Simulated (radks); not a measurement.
Values are calculated unless marked as measured or tabulated.
Tb4+, 61 electrons, occupied as [Xe] 4f7. Code: a radial shooting solver on a logarithmic mesh with Libxc functionals. Model: Dirac Kohn-Sham, PBEsol, spin-unpolarised, spherical densities, finite nucleus; open shells are shared between the two j in proportion to 2j + 1; Fermi nuclear charge, rms radius 5.06 fm.

Unscreened Slater integrals over Kohn-Sham orbitals (cm^-1). Large and small components are both included.

| integral | value |
|---|---|
| F0(4f7/2,4f7/2) | 258390 |
| F2(4f7/2,4f7/2) | 123310 |
| F4(4f7/2,4f7/2) | 77448 |
| F6(4f7/2,4f7/2) | 55739 |
| F0(4f7/2,4f5/2) | 259780 |
| F2(4f7/2,4f5/2) | 124000 |
| F4(4f7/2,4f5/2) | 77886 |
| G2(4f7/2,4f5/2) | 123700 |
| G4(4f7/2,4f5/2) | 77708 |
| G6(4f7/2,4f5/2) | 55931 |
| F0(4f7/2,5p3/2) | 161420 |
| F2(4f7/2,5p3/2) | 55218 |
| G2(4f7/2,5p3/2) | 26933 |
| G4(4f7/2,5p3/2) | 21301 |
| F0(4f7/2,5p1/2) | 168780 |
| G4(4f7/2,5p1/2) | 24394 |
| F0(4f5/2,4f5/2) | 261200 |
| F2(4f5/2,4f5/2) | 124700 |
| F4(4f5/2,4f5/2) | 78340 |
| F0(4f5/2,5p3/2) | 161740 |
| F2(4f5/2,5p3/2) | 54837 |
| G2(4f5/2,5p3/2) | 26381 |
| G4(4f5/2,5p3/2) | 20930 |
| F0(4f5/2,5p1/2) | 169150 |
| G2(4f5/2,5p1/2) | 30719 |
| F0(5p3/2,5p3/2) | 134210 |
| F2(5p3/2,5p3/2) | 72853 |
| F0(5p3/2,5p1/2) | 137750 |
| G2(5p3/2,5p1/2) | 73949 |
| F0(5p1/2,5p1/2) | 141700 |
